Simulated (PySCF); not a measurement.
Al(H)(vinyl)(OMe) (C3H7AlO), SMILES C=[CH][AlH][O]C.

Coordinates come from a PBE-D3(BJ)/def2-SVP optimisation. The structure was generated by enumeration; whether it is a known compound was not checked. One conformer was computed; it need not be the lowest.

Level of theory: PBE-D3(BJ)/def2-SVP (PySCF).

Frequencies are harmonic and unscaled.

Question: Give all harmonic wavenumbers and intensities. (An estimate is asked for; the answer gives what the named calculation found.)

Answer: 
| mode | ν (cm⁻¹) | IR (km/mol) | moving atoms (share of kinetic energy) |
|---|---|---|---|
| 1 | 62 | 0.3 | C 50 %, H 27 %, Al 22 % |
| 2 | 84 | 1.7 | C 41 %, H 27 %, Al 25 % |
| 3 | 103 | 0.0 | H 90 % |
| 4 | 132 | 5.3 | O 52 %, H 26 %, C 21 % |
| 5 | 165 | 7.4 | O 34 %, H 28 %, C 25 %, Al 13 % |
| 6 | 266 | 8.6 | C 63 %, H 15 %, O 14 % |
| 7 | 405 | 4.7 | H 89 %, C 10 % |
| 8 | 510 | 143.6 | H 64 %, Al 18 %, C 16 % |
| 9 | 616 | 71.8 | C 36 %, Al 28 %, H 19 %, O 16 % |
| 10 | 639 | 78.3 | H 81 %, C 14 % |
| 11 | 738 | 152.8 | Al 53 %, C 20 %, H 16 %, O 11 % |
| 12 | 956 | 29.0 | H 72 %, C 28 % |
| 13 | 958 | 14.1 | H 88 %, C 11 % |
| 14 | 1025 | 10.2 | H 93 % |
| 15 | 1140 | 60.0 | H 64 %, C 23 %, O 12 % |
| 16 | 1147 | 0.0 | H 76 %, C 19 % |
| 17 | 1199 | 274.0 | O 49 %, C 33 %, H 16 % |
| 18 | 1220 | 28.1 | H 67 %, C 30 % |
| 19 | 1373 | 15.9 | H 81 %, C 18 % |
| 20 | 1419 | 1.1 | H 97 % |
| 21 | 1425 | 1.1 | H 95 % |
| 22 | 1431 | 34.3 | H 89 %, C 9 % |
| 23 | 1596 | 16.5 | C 83 %, H 17 % |
| 24 | 1872 | 157.5 | H 96 % |
| 25 | 2902 | 126.5 | H 97 % |
| 26 | 2976 | 53.3 | H 91 %, C 9 % |
| 27 | 2990 | 39.7 | H 90 %, C 10 % |
| 28 | 3024 | 21.4 | H 95 % |
| 29 | 3061 | 4.4 | H 92 %, C 8 % |
| 30 | 3109 | 14.5 | H 89 %, C 11 % |
